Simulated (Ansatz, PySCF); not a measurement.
BeCl2, triplet, at a GFN2-xTB geometry (such geometries of metal compounds can be far from the true shape) (a higher spin typed on purpose: for a closed-shell molecule this is an excited state). Base run: PySCF with BHANDHLYP/def2-SVPD.

Geometry (Å):
```xyz
3

Be     0.8585    -0.7076     0.7142
Cl     0.8281     0.3117    -0.9744
Cl    -1.0301    -0.1452     0.8064
```
Charge 0, spin multiplicity 3.
Orbitals are unrestricted.
All else is at PySCF's defaults.

The same geometry, method and basis name were run in Ansatz (a first-principles code) and PySCF, at each program's defaults and at the settings that a row names. The base is PySCF at its defaults. Differences at the defaults can come from grids, fitting, cores and function types together.

| code and settings | ΔE vs base (mEh) | basis functions | E (Eh) | SCF cycles | dipole (D) |
|---|---|---|---|---|---|
| PySCF, defaults (exact integrals, its default grid, spherical functions) | 0.000 | 66 | -934.81484 | 10 | 0.54 |
| Ansatz, defaults (factorised integrals, its default grid, spherical functions) | 0.005 | 66 | -934.81483 | - | - |
| PySCF, density fitting with def2-universal-jkfit | 0.054 | 66 | -934.81478 | 10 | 0.54 |
| PySCF, fine grid | 0.003 | 66 | -934.81484 | 10 | 0.54 |
| Ansatz, high accuracy | 0.004 | 66 | -934.81483 | - | - |

Open shells are given as the SCF converged; they aren't shown to be the lowest states, and a large step between rows can be another state.
